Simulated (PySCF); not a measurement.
Benzyl cyanide, C8H7N.
SMILES: `N#CCc1ccccc1`

Level of theory: TDDFT PBE0/def2-SVPD, vertical, gas phase, core orbitals frozen in the response in PySCF 2.14.0, density-fitted response routines. Isolated species at its GFN2-xTB geometry (one conformer only). Torsions of this conformer, `[N:1]#[C:2][CH2:3][c:4]1[cH:5][cH:6][cH:7][cH:8][cH:9]1`: C2–C3–C4–C5 -89°.

Computed states:

```
state  E (eV)       f
   S1    5.47  0.0000
   S2    6.11   0.019
   S3    6.86   0.280
   S4    6.88   0.412
   S5    7.11   0.281
   S6    7.18   0.056
   S7    7.44   0.032
   S8    7.47   0.014
```

Each state is given a Gaussian of 0.3 eV full width at half maximum, with ε(max) = 2.175×10⁸ f / Δν̃ (Δν̃ the width in cm⁻¹). The width is an assumption, not a result. The curve ends short of the highest state used, and states not computed would add to its high-energy end.

Question: What does the envelope look like, and where are its maxima?

Answer: 
E (eV), ε (L mol⁻¹ cm⁻¹) and a bar:
```
     5.02          0 
     5.07          0 
     5.11          0 
     5.15          0 
     5.19          0 
     5.24          0 
     5.28          1 
     5.32          1 
     5.37          1 
     5.41          2 
     5.45          2 
     5.50          2 
     5.54          2 
     5.58          2 
     5.63          2 
     5.67          5 
     5.71         12 
     5.75         31 
     5.80         86 
     5.84        177 
     5.88        330 
     5.93        623 
     5.97        928 
     6.01       1252 #
     6.06       1585 #
     6.10       1713 #
     6.14       1678 #
     6.19       1424 #
     6.23       1117 #
     6.27        795 
     6.31        515 
     6.36        276 
     6.40        197 
     6.44        259 
     6.49        710 
     6.53       1687 #
     6.57       3716 ##
     6.62       8723 ####
     6.66      15476 #######
     6.70      24920 ###########
     6.75      39492 ##################
     6.79      51348 #######################
     6.83      60983 ###########################
     6.87      66541 ##############################
```

Maxima: 203 nm (6.11 eV), ε about 1700, made up of S2 (100%) (ε in L mol⁻¹ cm⁻¹; maxima over ε = 5, shares over 10%). At its high-energy end, 6.87 eV, the curve is still rising (ε about 67000, from S3 and S4).

Question: What would ε be at 6.11 eV, the highest of these maxima, with half the width (0.15 eV)?

Answer: About 3440 L mol⁻¹ cm⁻¹ against 1720, a factor of about 2.00; a lone state at its own centre would give exactly 2.

Question: On this curve, what absorbance would a 10⁻⁴ mol/L sample give at 222 nm over a 1 cm path?

Answer: 222 nm is 5.585 eV, where ε is about 1.6 L mol⁻¹ cm⁻¹, so A = ε c l ≈ 0.00016 (Beer–Lambert, with the gas-phase spectrum and the assumed width).

Question: Coming from long wavelengths, where does ε first pass 100 L mol⁻¹ cm⁻¹?

Answer: At about 213 nm (5.81 eV), 0.34 eV above S1.
